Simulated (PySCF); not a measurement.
Vertical excitations of a molecule C₄H₅Br from TDDFT-M06-2X/def2-SVPD (PySCF), as energy in eV (oscillator strength): 5.46 (0.750), 5.50 (0.000), 6.31 (0.000), 6.66 (0.001), 6.67 (0.008), 6.81 (0.012), 7.09 (0.004), 7.09 (0.000), 7.22 (0.097), 7.34 (0.001). Lowest triplet (TDA): 3.33 eV. Coordinates come from a B3LYP-D3(BJ)/def2-SVP optimisation. Other conformers were not sampled.

Which molecule gave these data?
A. BrC1=CCC1
B. C=CC(=C)Br
C. C=C/C=C/Br
D. C=C=CCBr

C, C=C/C=C/Br
